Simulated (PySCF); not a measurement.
This PySCF input asks for the spin–spin couplings of `[O](/C=N/[H])[GeH3]`, CH5GeNO; the geometry comes from GFN2-xTB.

```python
import basis_set_exchange as bse
import numpy as np
from pyscf import gto, dft
from pyscf.data import nist
from pyscf.prop import ssc

atoms = """
N     1.151742    0.584327   -0.492818
C     1.141554   -0.526418    0.109417
O     0.010216   -1.006914    0.540859
Ge   -1.349767    0.154651    0.118964
H     2.058341    0.911734   -0.807918
H     2.011241   -1.160320    0.320230
H    -1.431385    0.241666   -1.364382
H    -2.481990   -0.626778    0.714956
H    -1.096391    1.434045    0.835510
"""
names = {"N": "pcJ-1", "C": "pcJ-1", "O": "pcJ-1", "Ge": "pcSseg-1", "H": "pcJ-1"}
basis = {el: gto.basis.parse(bse.get_basis(n, elements=[el], fmt="nwchem")) for el, n in names.items()}
mol = gto.M(atom=atoms, basis=basis, charge=0, verbose=0)
mf = dft.RKS(mol, xc="B3LYP")
mf.grids.level = 2
mf.grids.alignment = dft.numint.BLKSIZE   # the property module wants whole blocks of grid points
mf.conv_tol = 1e-9
mf.kernel()

sc = ssc.RKS(mf)
sc.with_fcsd = True   # Fermi contact and spin-dipole together
sc.max_cycle_cphf = 60
g = {"C": 1.4048236, "H": 5.58569468, "N": -0.566378, "O": -0.757516}   # nuclear g factors of 13C, 1H, 15N, 17O
sc.nuc_pair = [(i, j) for i in range(mol.natm) for j in range(i + 1, mol.natm)
               if mol.atom_pure_symbol(i) in g and mol.atom_pure_symbol(j) in g]
K = sc.kernel()
unit = nist.HARTREE2J / nist.PLANCK * (0.5 * nist.E_MASS / nist.PROTON_MASS) ** 2
for (i, j), k in zip(sc.nuc_pair, K):
    a, b = mol.atom_pure_symbol(i), mol.atom_pure_symbol(j)
    J = unit * g[a] * g[b] * np.trace(k) / 3
    if abs(J) >= 1:
        print("%s%d %s%d %8.1f Hz" % (a, i, b, j, J))
```

Q: What are the results?

A: 
```
N0 C1    -13.0 Hz
N0 O2      4.6 Hz
N0 H4    -65.5 Hz
N0 H6     -2.7 Hz
N0 H7     -4.8 Hz
N0 H8     -2.8 Hz
C1 O2     24.6 Hz
C1 H5    194.1 Hz
C1 H7      3.0 Hz
O2 H4     -7.8 Hz
O2 H5    -29.5 Hz
O2 H7    -20.3 Hz
H4 H5      7.0 Hz
H4 H7     -1.4 Hz
H5 H7     -1.3 Hz
H6 H7     26.4 Hz
H6 H8     16.4 Hz
H7 H8     26.4 Hz
```

These numbers come from an equivalent density-fitted implementation of the same equations, which agrees with the script to about 0.1 Hz, so last digits may differ.

Size and cost of the density-fitted run: 172 basis functions, 31 s wall time on 1 thread of an Arm Neoverse V1, shared host.
